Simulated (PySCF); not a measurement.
## Ca⁺ (calcium, charge +1) across methods

[Ar] 4s1, 2S determinant. All numbers are calculated (PySCF 2.14, scalar relativity by spin-free X2C-1e, in aug-cc-pwCVTZ-X2C (9s8p6d3f, 84 functions)).

```
method  E (hartree)  mean ε 3p α (eV)  mean ε 3p β (eV)  mean ε 4s α (eV)  Σ⟨r²⟩ (bohr²)   ⟨S²⟩
  BLYP     -680.259           -34.695           -34.588            -9.280          29.87  0.750
  PBE0     -680.063           -37.259           -37.116            -9.955          30.18  0.750
 HSE06     -680.085           -36.823           -36.679            -9.618          30.11  0.750
   UHF   -679.44795           -43.082           -42.958           -11.380          31.07  0.750
  PW91     -680.243           -34.994           -34.844            -9.401          30.04  0.750
 M06-L     -680.200           -35.679           -35.589            -9.154          29.83  0.751
   PBE     -680.020           -34.923           -34.772            -9.344          30.08  0.750
r2SCAN     -680.196           -35.708           -35.596            -9.418          30.25  0.750
   LDA     -678.369           -34.952           -34.821            -9.507          29.81  0.750
```
